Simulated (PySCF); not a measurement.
C₆H₉NS.
Numbering: `[N:1]#[C:2][C:3]1([SH:4])[CH2:5][CH2:6][CH2:7][CH2:8]1` (hydrogens: H9 on S4; H10, H11 on C5; H12, H13 on C6; H14, H15 on C7; H16, H17 on C8)

Computed with PBE0-D3(BJ)/def2-SVP geometry optimisation, gas phase (PySCF).

Task: Give the optimised bond lengths and angles.

Result: 
```
          bond  length (Å)   order
         N1≡C2       1.158  triple
         C2–C3       1.460  single
         C3–S4       1.839  single
  C3–C5, C3–C8       1.558  single
  C5–C6, C7–C8       1.525  single
         C6–C7       1.524  single
         S4–H9       1.352  single
C5–H10, C8–H16       1.100  single
C5–H11, C8–H17       1.100  single
C6–H12, C7–H15       1.101  single
C6–H13, C7–H14       1.101  single
```

Bonds in one row agree within 0.01 Å and their mean is given. Orders are formal, as drawn. A selection of angles:
```
     angle  degrees
  N1–C2–C3    179.2
  C2–C3–S4    108.8
  C2–C3–C5    111.2
  S4–C3–C5    106.9
  S4–C3–C8    113.6
  C5–C3–C8    105.2
  C3–S4–H9     96.6
  C3–C5–C6    104.8
 C3–C5–H10    108.3
 C3–C5–H11    111.9
 C6–C5–H10    109.6
 C6–C5–H11    114.7
H10–C5–H11    107.4
  C5–C6–C7    102.8
 C5–C6–H12    112.4
 C5–C6–H13    110.4
 C7–C6–H12    113.7
 C7–C6–H13    110.1
H12–C6–H13    107.4
 C6–C7–H14    113.7
 C6–C7–H15    109.8
 C8–C7–H14    112.5
 C8–C7–H15    110.1
 C7–C8–H16    113.7
 C7–C8–H17    110.3
 C3–C8–H16    111.0
 C3–C8–H17    109.0
```

Torsions: C2–C3–C5–C6 105° (anticlinal); C3–C5–C6–C7 37° (synclinal); C5–C6–C7–C8 -44° (synclinal); C6–C7–C8–C3 34° (synclinal); C2–C3–C8–C7 -132° (anticlinal); H9–S4–C3–C2 -57° (synclinal). The mirror-image conformer, all signs reversed, is as good.

The C–C distances run from 1.460 Å (C2–C3, drawn single) to 1.558 Å (C3–C5, drawn single), a spread of 0.098 Å. The 5-membered ring C3–C5–C6–C7–C8 has internal angles of 102.8° to 105.2° (sum 521°, against 540° for a flat polygon); it is puckered, 0.19 Å rms from its mean plane, widest ring torsion 44°.

Point group: C1 (no symmetry element, even within 0.4 Å). No PBE0-D3(BJ)/def2-SVP frequencies stand behind this structure, so it isn't proved a minimum. One conformer, not necessarily the lowest (C2–C3–S4–H -57°, C2–C3–C5–C6 105°, C3–C5–C6–C7 37°, C5–C6–C7–C8 -44°, C6–C7–C8–C3 34°).
